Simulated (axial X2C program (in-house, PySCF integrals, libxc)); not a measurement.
**Low determinants of InTe⁻ at the PBE0 level, 2c**

Calculated with an in-house relativistic program for diatomic molecules. Two-component (2c) means X2C with spin–orbit coupling and atomic mean-field two-electron Coulomb and Gaunt terms. Basis: Te dyall-acv3z [12s13p9d5f1g], In dyall-acv3z [12s13p10d5f1g] (cores contracted in-house); Gaussian nuclei, density fitting, unrestricted open shells. Masses: Te 129.906 u, In 114.904 u.

Search at 2.640 Å (vertical energies from the lowest determinant):

| ΔE (eV) | state | electrons beyond evenly filled partner blocks | electrons in ±ω = 1/2, 3/2, 5/2, 7/2 |
| --- | --- | --- | --- |
| 0.00 | Ω = 0 | none | 64 30 8 0 |
| 2.09 | Ω = 2 | ω = 1/2, ω = 3/2 | 63 31 8 0 |
| 2.09 | Ω = 1 | 2 × ω = 1/2 | 64 30 8 0 |
| 2.17 | Ω = 1 | ω = -1/2, ω = 3/2 | 65 29 8 0 |
| 2.23 | Ω = 2 | ω = 1/2, ω = 3/2 | 65 29 8 0 |
| 2.25 | Ω = 1 | ω = -1/2, ω = 3/2 | 63 31 8 0 |
| 2.31 | Ω = 3 | 2 × ω = 3/2 | 64 30 8 0 |

Lowest determinant, Ω = 0 (closed shell): Re = 2.655 Å, ωe = 203.8 cm⁻¹.

The determinant in row 2 of the search, Ω = 2 (⟨Sz⟩ = 0.93, ⟨Lz⟩ = 1.07 at PBE0), was followed along the bond at PBE0; measured from the minimum of the lowest determinant it gives:

Te = 2.046 eV (16504 cm⁻¹), Re = 2.775 Å, ωe = 123.0 cm⁻¹.

Problem. Compare the bond of the determinant in row 2 with that of the lowest one.

Solution. At PBE0 its Re is 0.120 Å longer and its force constant, which goes as ωe², is 0.36 times that of the lowest determinant. T0 ≈ Te + Δωe/2 = 16504 + (-40) = 16464 cm⁻¹.

The search compares states at one distance, so a state with another bond length can lie lower; it is not exhaustive and yields mostly the lowest determinant of each block pattern, so other components and higher states of one pattern are missing. These are energies of single determinants, not of spin-adapted states; PBE0 term energies can be off by some tenths of an eV, and the functional has no current term. Open-shell Ω = 0 determinants with evenly filled partner blocks cannot be reached by this program, so the Ω shown need not be the lowest component. For an anion, determinants above electron detachment are held by the basis set. Row 2 has a positive highest level at its minimum.
